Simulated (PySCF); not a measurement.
PySCF input file for C2H5NOSi, SMILES N#CC[SiH2]O, TDA-PBE0/def2-SVPD. Geometry optimised at B3LYP-D3(BJ)/def2-SVP. The structure was generated by enumeration, and PubChem lists no compound with its InChIKey, so it may never have been made. The values are those of a single conformer.

```python
import numpy as np
from pyscf import gto, scf, dft, tdscf

mol = gto.M(
    atom='''
    N    -0.33238060    2.86353043   -0.00000000
    C     0.19754844    1.83211431    0.00000000
    C     0.80152828    0.51035261    0.00000000
    Si   -0.50420785   -0.86859862    0.00000000
    O     0.40730996   -2.26391560   -0.00000000
    H     1.44418214    0.38778428   -0.88771219
    H     1.44418215    0.38778428    0.88771218
    H    -1.35459589   -0.74453198    1.21693159
    H    -1.35459589   -0.74453197   -1.21693158
    H    -0.04653831   -3.11431378   -0.00000000
    ''',
    basis='def2-SVPD',
    charge=0,
    spin=0,
    symmetry=True,
    max_memory=1600,
    verbose=4,
)
mf = dft.RKS(mol, xc='pbe0').density_fit(auxbasis='def2-universal-jkfit')
mf.grids.level = 3
mf.conv_tol = 1e-9
mf.max_cycle = 100
mf.kernel()
mf.grids = dft.Grids(mol).set(level=1).build(with_non0tab=True)  # coarser grid for the response kernel
td = tdscf.TDA(mf)
td.singlet = True
td.nstates = 10
td.conv_tol = 1e-4
td.positive_eig_threshold = 1e-6
td.kernel(x0=td.get_init_guess(mf, 15))
td.analyze()
tt = tdscf.TDA(mf)
tt.singlet = False
tt.nstates = 4
tt.conv_tol = 1e-4
tt.positive_eig_threshold = 1e-6
tt.kernel(x0=tt.get_init_guess(mf, 9))
tt.analyze(verbose=3)
```

Program output:

```
PySCF version 2.14.0

[INPUT] verbose = 4
[INPUT] num. atoms = 10
[INPUT] num. electrons = 46
[INPUT] charge = 0
[INPUT] spin (= nelec alpha-beta = 2S) = 0
[INPUT] symmetry True subgroup None
[INPUT] Mole.unit = angstrom
[INPUT] Symbol           X                Y                Z      unit          X                Y                Z       unit  Magmom
[INPUT]  1 N     -0.332380600000   2.863530430000   0.000000000000 AA   -0.628108303119   5.411288262058   0.000000000000 Bohr   0.0
[INPUT]  2 C      0.197548440000   1.832114310000   0.000000000000 AA    0.373312447935   3.462194274796   0.000000000000 Bohr   0.0
[INPUT]  3 C      0.801528280000   0.510352610000   0.000000000000 AA    1.514668930294   0.964426659857   0.000000000000 Bohr   0.0
[INPUT]  4 Si    -0.504207850000  -0.868598620000   0.000000000000 AA   -0.952814746356  -1.641413503975   0.000000000000 Bohr   0.0
[INPUT]  5 O      0.407309960000  -2.263915600000   0.000000000000 AA    0.769704272208  -4.278180453130   0.000000000000 Bohr   0.0
[INPUT]  6 H      1.444182140000   0.387784280000  -0.887712190000 AA    2.729108718588   0.732806084612  -1.677532916538 Bohr   0.0
[INPUT]  7 H      1.444182150000   0.387784280000   0.887712180000 AA    2.729108737486   0.732806084612   1.677532897641 Bohr   0.0
[INPUT]  8 H     -1.354595890000  -0.744531980000   1.216931590000 AA   -2.559815241561  -1.406961533180   2.299667417431 Bohr   0.0
[INPUT]  9 H     -1.354595890000  -0.744531970000  -1.216931580000 AA   -2.559815241561  -1.406961514283  -2.299667398534 Bohr   0.0
[INPUT] 10 H     -0.046538310000  -3.114313780000   0.000000000000 AA   -0.087944660200  -5.885200110159   0.000000000000 Bohr   0.0

nuclear repulsion = 201.268789646823
point group symmetry = Cs
symmetry origin: [ 4.10810027e-09 -4.92972032e-09 -9.65411326e-18]
symmetry axis x: [ 1.00000000e+00  3.69207206e-11 -1.46397131e-09]
symmetry axis y: [ 3.69207208e-11 -1.00000000e+00  1.71182027e-10]
symmetry axis z: [-1.46397131e-09 -1.71182196e-10 -1.00000000e+00]
num. orbitals of irrep A' = 97
num. orbitals of irrep A" = 50
number of shells = 63
number of NR pGTOs = 215
number of NR cGTOs = 147
basis = def2-SVPD
ecp = {}


******** <class 'pyscf.df.df_jk.DFSymAdaptedRKS'> ********
method = DFSymAdaptedRKS
initial guess = minao
damping factor = 0
level_shift factor = 0
DIIS = <class 'pyscf.scf.diis.CDIIS'>
diis_start_cycle = 1
diis_space = 8
diis_damp = 0
SCF conv_tol = 1e-09
SCF conv_tol_grad = None
SCF max_cycles = 100
direct_scf = False
XC library pyscf.dft.libxc version 7.1.2
    S. Lehtola, C. Steigemann, M. J. T. Oliveira, and M. A. L. Marques,  SoftwareX 7, 1–5 (2018)
XC functionals = pbe0
    C. Adamo and V. Barone,  J. Chem. Phys. 110, 6158 (1999)
    M. Ernzerhof and G. E. Scuseria,  J. Chem. Phys. 110, 5029 (1999)
radial grids:
    Treutler-Ahlrichs [JCP 102, 346 (1995); DOI:10.1063/1.469408] (M4) radial grids

becke partition: Becke, JCP 88, 2547 (1988); DOI:10.1063/1.454033
pruning grids: <function nwchem_prune>
grids dens level: 3
symmetrized grids: True
atomic radii adjust function: <function treutler_atomic_radii_adjust>
small_rho_cutoff = 0
Freeze 0 electrons in irreps []
    46 free electrons in irreps A' A"
Set gradient conv threshold to 3.16228e-05
Initial guess from minao.
tot grids = 124440
******** <class 'pyscf.df.df.DF'> ********
auxbasis = def2-universal-jkfit
init E= -498.42473629427
HOMO (A') = -0.345209310197988  LUMO (A') = -0.0506780691380024  gap/eV = 8.01460
cycle= 1 E= -498.005507942521  delta_E= 0.419  |g|= 0.744  |ddm|= 3.78
HOMO (A") = -0.230422410316368  LUMO (A') = -0.0138082602496175  gap/eV = 5.89437
cycle= 2 E= -497.716845285323  delta_E= 0.289  |g|= 1.39  |ddm|= 1.97
HOMO (A') = -0.320191176488685  LUMO (A') = -0.0172524293495209  gap/eV = 8.24338
cycle= 3 E= -498.114261896759  delta_E= -0.397  |g|= 0.175  |ddm|= 1.36
HOMO (A') = -0.326883568635583  LUMO (A') = -0.0180765221217416  gap/eV = 8.40307
cycle= 4 E= -498.119376746309  delta_E= -0.00511  |g|= 0.0921  |ddm|= 0.222
HOMO (A') = -0.330595319703593  LUMO (A') = -0.0151217869215245  gap/eV = 8.58447
cycle= 5 E= -498.1211567499  delta_E= -0.00178  |g|= 0.018  |ddm|= 0.109
HOMO (A') = -0.328024641752762  LUMO (A') = -0.0153353095561695  gap/eV = 8.50871
cycle= 6 E= -498.121237153148  delta_E= -8.04e-05  |g|= 0.00277  |ddm|= 0.0243
HOMO (A') = -0.32818120190499  LUMO (A') = -0.0154232169477848  gap/eV = 8.51058
cycle= 7 E= -498.121239059461  delta_E= -1.91e-06  |g|= 0.000784  |ddm|= 0.0041
HOMO (A') = -0.328241936579945  LUMO (A') = -0.0154188404257338  gap/eV = 8.51235
cycle= 8 E= -498.121239210608  delta_E= -1.51e-07  |g|= 0.0002  |ddm|= 0.00151
HOMO (A') = -0.328226114232317  LUMO (A') = -0.0154185507436959  gap/eV = 8.51193
cycle= 9 E= -498.121239220403  delta_E= -9.79e-09  |g|= 3.37e-05  |ddm|= 0.000324
HOMO (A') = -0.328226650912026  LUMO (A') = -0.0154180438660858  gap/eV = 8.51196
cycle= 10 E= -498.121239220684  delta_E= -2.81e-10  |g|= 6.29e-06  |ddm|= 6.47e-05
HOMO (A') = -0.328227978861799  LUMO (A') = -0.015418262653621  gap/eV = 8.51199
Extra cycle  E= -498.121239220682  delta_E= 1.71e-12  |g|= 7.03e-06  |ddm|= 2.04e-05
converged SCF energy = -498.121239220682
tot grids = 39432
Overwritten attributes  positive_eig_threshold  of <class 'pyscf.tdscf.rks.TDA'>


******** <class 'pyscf.tdscf.rks.TDA'> for <class 'pyscf.df.df_jk.DFSymAdaptedRKS'> ********
nstates = 10 singlet
deg_eia_thresh = 1.000e-03
wfnsym = None
conv_tol = 0.0001
eigh lindep = 1e-12
eigh level_shift = 0
eigh max_cycle = 100


Excitation energies (eV)
[7.27396376 7.40631547 7.48813977 7.82072464 7.96901282 8.04515352
 8.23062259 8.30209044 8.5801856  8.61476815]

** Singlet excitation energies and oscillator strengths **
Excited State   1:   A"      7.27396 eV    170.45 nm  f=0.0019
      22 -> 24       -0.69754
Excited State   2:   A'      7.40632 eV    167.40 nm  f=0.0006
      21 -> 27       -0.15834
      23 -> 24        0.66665
Excited State   3:   A"      7.48814 eV    165.57 nm  f=0.0006
      19 -> 27        0.10992
      21 -> 24        0.18052
      21 -> 26       -0.25075
      23 -> 27       -0.59665
Excited State   4:   A"      7.82072 eV    158.53 nm  f=0.0013
      21 -> 24        0.46654
      21 -> 26       -0.37995
      23 -> 27        0.31685
Excited State   5:   A'      7.96901 eV    155.58 nm  f=0.0405
      21 -> 27       -0.40967
      23 -> 24       -0.15609
      23 -> 26       -0.49129
      23 -> 29        0.14554
Excited State   6:   A'      8.04515 eV    154.11 nm  f=0.0054
      23 -> 25        0.69272
Excited State   7:   A"      8.23062 eV    150.64 nm  f=0.0140
      22 -> 25        0.67477
      22 -> 26       -0.13406
Excited State   8:   A"      8.30209 eV    149.34 nm  f=0.0001
      21 -> 24        0.44420
      21 -> 25       -0.19907
      21 -> 26        0.43893
      21 -> 29       -0.19601
Excited State   9:   A"      8.58019 eV    144.50 nm  f=0.0006
      21 -> 24        0.16689
      21 -> 25        0.64008
      21 -> 26        0.10813
      22 -> 26       -0.18479
Excited State  10:   A"      8.61477 eV    143.92 nm  f=0.0096
      21 -> 25       -0.18808
      22 -> 25       -0.13827
      22 -> 26       -0.65250

** Transition electric dipole moments (AU) **
state          X           Y           Z        Dip. S.      Osc.
  1        -0.0000     -0.0000     -0.1037      0.0108      0.0019
  2        -0.0168      0.0552     -0.0000      0.0033      0.0006
  3         0.0000      0.0000      0.0548      0.0030      0.0006
  4        -0.0000     -0.0000     -0.0830      0.0069      0.0013
  5         0.1854      0.4157     -0.0000      0.2072      0.0405
  6         0.1289      0.1048      0.0000      0.0276      0.0054
  7         0.0000      0.0000     -0.2632      0.0693      0.0140
  8        -0.0000      0.0000      0.0194      0.0004      0.0001
  9        -0.0000     -0.0000     -0.0535      0.0029      0.0006
 10        -0.0000     -0.0000      0.2137      0.0457      0.0096

** Transition velocity dipole moments (imaginary part, AU) **
state          X           Y           Z        Dip. S.      Osc.
  1         0.0000      0.0000     -0.0327      0.0011      0.0027
  2         0.0151     -0.0013     -0.0000      0.0002      0.0006
  3        -0.0000      0.0000      0.0073      0.0001      0.0001
  4         0.0000      0.0000      0.0018      0.0000      0.0000
  5         0.0413      0.0912     -0.0000      0.0100      0.0228
  6         0.0373      0.0314     -0.0000      0.0024      0.0054
  7        -0.0000      0.0000     -0.0441      0.0019      0.0043
  8        -0.0000     -0.0000      0.0059      0.0000      0.0001
  9        -0.0000     -0.0000     -0.0054      0.0000      0.0001
 10        -0.0000     -0.0000      0.0814      0.0066      0.0139

** Transition magnetic dipole moments (imaginary part, AU) **
state          X           Y           Z
  1        -1.2511     -0.3928     -0.0000
  2        -0.0000      0.0000     -0.3513
  3         0.0510     -0.0885     -0.0000
  4        -0.1892      0.0827      0.0000
  5         0.0000     -0.0000      0.0274
  6        -0.0000      0.0000     -0.6187
  7        -0.2396      1.2208      0.0000
  8        -0.4384      0.1467      0.0000
  9         0.4625      0.5246     -0.0000
 10         0.1788      0.2707     -0.0000


******** <class 'pyscf.tdscf.rks.TDA'> for <class 'pyscf.df.df_jk.DFSymAdaptedRKS'> ********
nstates = 4 triplet
deg_eia_thresh = 1.000e-03
wfnsym = None
conv_tol = 0.0001
eigh lindep = 1e-12
eigh level_shift = 0
eigh max_cycle = 100


Excitation energies (eV)
[6.13179284 6.69589703 6.70191139 6.85635751]

** Triplet excitation energies and oscillator strengths **
Excited State   1:   A'      6.13179 eV    202.20 nm  f=0.0000
Excited State   2:   A'      6.69590 eV    185.16 nm  f=0.0000
Excited State   3:   A"      6.70191 eV    185.00 nm  f=0.0000
Excited State   4:   A"      6.85636 eV    180.83 nm  f=0.0000
```

The calculation finished and met its thresholds.
